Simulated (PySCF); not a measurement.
Here is a job for PySCF.
```python
from pyscf import gto, scf, dft

mol = gto.Mole()
mol.atom = '''
    B    -0.00000000   -0.00000000   -0.57858715
    N     0.00000000    0.00000000    0.65947657
    H    -0.00000000   -0.00000000   -1.72340024
'''
mol.basis = 'pcseg-1'
mol.spin = 1
mol.verbose = 3
mol.build()

mf = dft.UKS(mol)
mf.xc = 'mn15'
mf.kernel()
mf.analyze()
```

**Question.** Estimate the dipole moment that MN15/pcseg-1 run with PySCF returns for this input.

**Answer.** 2.54 D

**Question.** Estimate the total energy that MN15/pcseg-1 returns for this input.

**Answer.** -79.9802 Eh

**Question.** Predict the number of basis functions from MN15/pcseg-1.

**Answer.** 33

**Question.** What is the computed HOMO energy (MN15/pcseg-1)?

**Answer.** -9.52 eV

**Question.** Give the <S^2> at the level MN15/pcseg-1.

**Answer.** 0.751

These values belong to the state on which the SCF converged, which isn't shown to be the lowest.
